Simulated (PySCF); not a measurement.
C4H12Si2.
Atom-mapped SMILES: `[CH2:1]=[C:2]([CH3:3])[SiH2:4][CH2:5][SiH3:6]` (hydrogens: H7, H8 on C1; H9, H10, H11 on C3; H12, H13 on Si4; H14, H15 on C5; H16, H17, H18 on Si6)

Computed geometry: GFN2-xTB, gas phase.

(1) Give the optimised bond lengths and angles.

Answers

(1) 
```json
{"bond": "C1=C2", "length (pm)": "132.5", "order": "double"}
{"bond": "C2–C3", "length (pm)": "149.9", "order": "single"}
{"bond": "C2–Si4", "length (pm)": "189.0", "order": "single"}
{"bond": "Si4–C5", "length (pm)": "190.4", "order": "single"}
{"bond": "C5–Si6", "length (pm)": "190.0", "order": "single"}
{"bond": "C1–H7", "length (pm)": "108.1", "order": "single"}
{"bond": "C1–H8", "length (pm)": "107.7", "order": "single"}
{"bond": "C3–H9, C3–H10, C3–H11", "length (pm)": "108.9", "order": "single"}
{"bond": "Si4–H12, Si4–H13", "length (pm)": "147.0", "order": "single"}
{"bond": "C5–H14, C5–H15", "length (pm)": "109.0", "order": "single"}
{"bond": "Si6–H16, Si6–H17, Si6–H18", "length (pm)": "146.6", "order": "single"}
```

Bonds in one row agree within 1 pm and their mean is given. Orders are formal, as drawn. A selection of angles:
```json
{"angle": "C2–C1–H7", "degrees": "122.3"}
{"angle": "C2–C1–H8", "degrees": "121.8"}
{"angle": "H7–C1–H8", "degrees": "115.9"}
{"angle": "C1–C2–C3", "degrees": "120.9"}
{"angle": "C1–C2–Si4", "degrees": "122.2"}
{"angle": "C3–C2–Si4", "degrees": "116.9"}
{"angle": "C2–C3–H9", "degrees": "110.1"}
{"angle": "C2–C3–H10", "degrees": "111.4"}
{"angle": "H9–C3–H10", "degrees": "108.6"}
{"angle": "H9–C3–H11", "degrees": "107.6"}
{"angle": "C2–Si4–C5", "degrees": "109.4"}
{"angle": "C2–Si4–H12", "degrees": "109.7"}
{"angle": "C5–Si4–H12", "degrees": "110.3"}
{"angle": "H12–Si4–H13", "degrees": "109.1"}
{"angle": "Si4–C5–Si6", "degrees": "115.3"}
{"angle": "Si4–C5–H14", "degrees": "108.5"}
{"angle": "Si4–C5–H15", "degrees": "109.0"}
{"angle": "Si6–C5–H14", "degrees": "108.8"}
{"angle": "H14–C5–H15", "degrees": "105.8"}
{"angle": "C5–Si6–H16", "degrees": "109.3"}
{"angle": "H16–Si6–H17", "degrees": "109.1"}
```

Dihedral angles: C1–C2–Si4–C5 -116° (anticlinal); C2–Si4–C5–Si6 55° (synclinal). The mirror-image conformer, all signs reversed, is as good.

Si6 (SiH3 silicon) is tetrahedral (angles from 108.7° to 110.2°). The C–C distances run from 1.325 Å (C1=C2, drawn double) to 1.499 Å (C2–C3, drawn single), a spread of 0.174 Å. Si4 (SiH2 silicon) is tetrahedral (angles from 109.0° to 110.3°). Of the pairs four or more bonds apart, H7···H10 is among the closest relative to their van der Waals radii: 2.36 Å, 98 % of the sum of Bondi's values.

Point group: C1 (no symmetry element, even within 0.4 Å). Whether it is a minimum is left open (no frequencies). One conformer, not necessarily the lowest.
